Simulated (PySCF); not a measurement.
## SMILES [C-]#[N+]c1ccccc1F, C$_{7}$H$_{4}$FN

Cartesian coordinates in Å; atom numbers follow the order of the lines, from 1:
```xyz
13

C     3.546    0.492   -0.219
N     2.391    0.339   -0.147
C     1.047    0.160   -0.064
C     0.197    1.258    0.052
C    -1.169    1.070    0.137
C    -1.704   -0.209    0.107
C    -0.873   -1.310   -0.011
C     0.493   -1.121   -0.095
F     1.301   -2.189   -0.210
H     0.625    2.249    0.073
H    -1.820    1.926    0.226
H    -2.771   -0.351    0.174
H    -1.265   -2.314   -0.039
```

Computed with quadratic response CAM-B3LYP/aug-cc-pVDZ first hyperpolarisability, Taylor convention, gas phase (PySCF). Geometry: GFN2-xTB.

(1) What is the first hyperpolarisability, and how does it disperse?

(2) Which lowest excitations, dipole and polarisabilities go with it?

Answers

(1) In au, Taylor convention; the vector part is βᵢ = ⅓ Σⱼ (βᵢⱼⱼ + βⱼᵢⱼ + βⱼⱼᵢ); β∥ is 3/5 of the vector part along the dipole, the dipole points from − to +:
| process | λ (nm) | β vector norm | β∥ | β HRS | depolarisation ratio |
| --- | --- | --- | --- | --- | --- |
| static β(0;0,0) | ∞ | 180.2 | 30.3 | 85.9 | 3.46 |
| second harmonic β(−2ω;ω,ω) | 1907 | 189.1 | 33.1 | 90.1 | 3.47 |
| Pockels β(−ω;ω,0) | 1907 | 183.1 | 31.2 | – | – |
| second harmonic β(−2ω;ω,ω) | 1064 | 212.4 | 40.6 | 100.9 | 3.49 |
| Pockels β(−ω;ω,0) | 1064 | 189.8 | 33.3 | – | – |

(2) S1 5.21 eV (f = 0.039); S2 5.75 eV (f = 0.187); S3 6.70 eV (f = 0.010); dipole 4.81 D; isotropic α 87.4 au static, 87.7 au at 1907 nm, 88.6 au at 1064 nm, 88.9 au at 953.5 nm, 92.6 au at 532 nm.
